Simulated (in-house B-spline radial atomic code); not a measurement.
Radial electron density of Cu, [Ar] (3d3/2)3 (3d5/2)6 4s1 (6p1/2)1. Computed with an all-electron radial atomic-structure program (B-spline basis): Dirac-Hartree-Fock, average of the jj configuration, Fermi nucleus of rms radius 3.8823 fm.

Columns: r (bohr), 4πr²n(r) (electrons per bohr), bar.

```
 0.00238     1.18 #
 0.00304    1.832 ##
  0.0039    2.836 ###
 0.00499    4.311 #####
 0.00639    6.446 #######
 0.00818    9.418 ##########
  0.0105    13.42 ###############
  0.0134    18.29 ####################
  0.0172    23.95 ##########################
   0.022    29.47 ################################
  0.0282    33.76 #####################################
  0.0361    35.45 #######################################
  0.0462    33.98 #####################################
  0.0592    30.45 #################################
  0.0758    28.02 ###############################
  0.0971    29.88 #################################
   0.124    35.66 #######################################
   0.159    40.17 ############################################
   0.204    36.97 #########################################
   0.261    26.86 #############################
   0.334    18.52 ####################
   0.428    18.45 ####################
   0.548    22.19 ########################
   0.702    21.35 #######################
   0.899    14.94 ################
    1.15    7.934 #########
    1.47    3.568 ####
    1.89    1.573 ##
    2.42   0.7751 #
     3.1   0.3713 
    3.97   0.1346 
    5.08  0.02931 
     6.5   0.0144 
    8.33  0.02831 
    10.7  0.01817 
    13.7 0.0001028 
    17.5  0.03408 
    22.4  0.06761 
    28.7  0.03707 
    36.7 0.006512 
    47.1 0.0003013 
    60.3 2.98e-06 
    77.2 4.179e-09
```

On this grid the curve has 5 maxima, near 0.0361, 0.159, 0.548, 8.33, 22.4 bohr.

The 6p1/2 radial function P(r) = rR(r), positive near the nucleus, with its small component Q(r) (sign convention: Q ≈ (P' + κP/r)/2c):

| r (bohr) | P | Q |
| --- | --- | --- |
| 0.00499 | 0.0002919 | 0.0005035 |
| 0.00818 | 0.0006859 | 0.0007668 |
| 0.0134 | 0.001606 | 0.001121 |
| 0.022 | 0.00366 | 0.001535 |
| 0.0361 | 0.00779 | 0.001873 |
| 0.0592 | 0.01461 | 0.001863 |
| 0.0971 | 0.02185 | 0.001195 |
| 0.159 | 0.02023 | -3.374e-05 |
| 0.261 | -0.002266 | -0.0009579 |
| 0.428 | -0.03449 | -0.0006835 |
| 0.702 | -0.03107 | 0.0001852 |
| 1.15 | 0.02536 | 0.0005454 |
| 1.89 | 0.09504 | 0.0003976 |
| 3.1 | 0.1078 | 2.061e-05 |
| 5.08 | -0.01092 | -0.0002746 |
| 8.33 | -0.1678 | -0.0001165 |
| 13.7 | 0.01014 | 0.000199 |
| 22.4 | 0.26 | 4.058e-05 |
| 36.7 | 0.0807 | -3.021e-05 |
| 60.3 | 0.001726 | -1.062e-06 |
